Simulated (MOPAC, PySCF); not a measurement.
H$_{3}$GaO$_{2}$, SMILES `[OH][GaH][OH]` (H–O–Ga–O torsion 0°, O–Ga–O–H torsion 0°), neutral singlet in the gas phase. 

Cartesian coordinates (Å):
```xyz
6

O      1.5452    -0.1266    -0.0468
Ga    -0.0468     0.6627     0.0768
O     -1.5117    -0.3471    -0.0083
H      1.5506    -1.0800    -0.1559
H     -0.1542     2.1827     0.2530
H     -1.3831    -1.2917    -0.1188
```
Charge 0, multiplicity 1.

All levels are single points at this geometry (CAM-B3LYP-D3(BJ)/def2-TZVP); Pople sets use spherical d functions. Orbital energies aren't observables, and empty levels follow the basis.

PBE-D3(BJ)/def2-TZVP in PySCF gives gap (eV) = 5.81.

Problem. Estimate the gap (eV) from each of these levels: CAM-B3LYP-D3(BJ)/def2-TZVP in PySCF; B3LYP/3-21G in PySCF; B3LYP/6-31G* in PySCF; BP86/6-31G* in PySCF; M06-2X/6-31G* in PySCF; PBE/6-31G* in PySCF; HF/3-21G in PySCF; HF/6-31G* in PySCF; HF/STO-3G in PySCF; PM3 in MOPAC; PM6 in MOPAC; PM7 in MOPAC.

Solution. 
```csv
level,gap (eV)
CAM-B3LYP-D3(BJ)/def2-TZVP in PySCF,10.66
B3LYP/3-21G in PySCF,7.15
B3LYP/6-31G* in PySCF,7.51
BP86/6-31G* in PySCF,5.67
M06-2X/6-31G* in PySCF,10.29
PBE/6-31G* in PySCF,5.56
HF/3-21G in PySCF,14.74
HF/6-31G* in PySCF,15.11
HF/STO-3G in PySCF,13.54
PM3 in MOPAC,9.41
PM6 in MOPAC,11.92
PM7 in MOPAC,12.60
```
